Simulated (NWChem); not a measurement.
Species: C₄H₇Cl; SMILES C/C=C(\C)Cl

Problem. Give the equilibrium geometry at B3LYP/6-31G* (spherical d) (NWChem) as a list of bonds and angles, with the point group.

Solution. point group Cs; any orientation.
Bond lengths (Å): C1–C2 1.503, C1–H6 1.098, C1–H7 1.093, C1–H8 1.098, C2–C3 1.336, C2–H9 1.088, C3–C4 1.499, C3–Cl5 1.780, C4–H10 1.096, C4–H11 1.096, C4–H12 1.093. Bond angles (°): C2–C1–H6 110.5, C2–C1–H7 113.2, C2–C1–H8 110.5, H6–C1–H7 107.8, H6–C1–H8 106.7, H7–C1–H8 107.8, C1–C2–C3 126.5, C1–C2–H9 115.7, C3–C2–H9 117.7, C2–C3–C4 129.4, C2–C3–Cl5 118.2, C4–C3–Cl5 112.5, C3–C4–H10 110.7, C3–C4–H11 110.7, C3–C4–H12 111.3, H10–C4–H11 107.2, H10–C4–H12 108.4, H11–C4–H12 108.4.
